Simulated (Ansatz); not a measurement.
`C#C[SiH](F)Cl` + `F[Si](Cl)(Cl)I` → `F[SiH](Cl)I` + `C#C[Si](F)(Cl)Cl`  (redistribution)

Gas-phase electronic energies from Ansatz, PBE0-D4/def2-TZVP geometries. CBS: MP2 limit from def2 TZ/QZ plus the TZ coupled-cluster correction, frozen cores. DFT in def2-TZVPP. def2 core potentials past Kr. For I outer-core shells are correlated without core-valence functions, which leaves a few kJ/mol of doubt a bond.

```json
{"level": "LDA (SPW92)", "ΔE (kJ/mol)": "-6.6"}
{"level": "PBE-QIDH", "ΔE (kJ/mol)": "-6.3"}
{"level": "HF/def2-TZVPP", "ΔE (kJ/mol)": "-7.8"}
{"level": "CCSD(T)/def2-TZVPP", "ΔE (kJ/mol)": "-6.5"}
```

Question: What does CCSD(T)/CBS give? (Best estimate.)

Answer: Ansatz gave: -5.2 kJ/mol. The listed levels differ from it by -1.4, -1.1, -2.6, -1.3 kJ/mol.

Largest T1 diagnostic among the species: 0.012.

Leaving LDA and LC-ωPBE aside and taking each functional with its dispersion term where it has one, the values, not all of them listed here, spread over 1.8 kJ/mol, from r2SCAN-D4 to BLYP-D4.
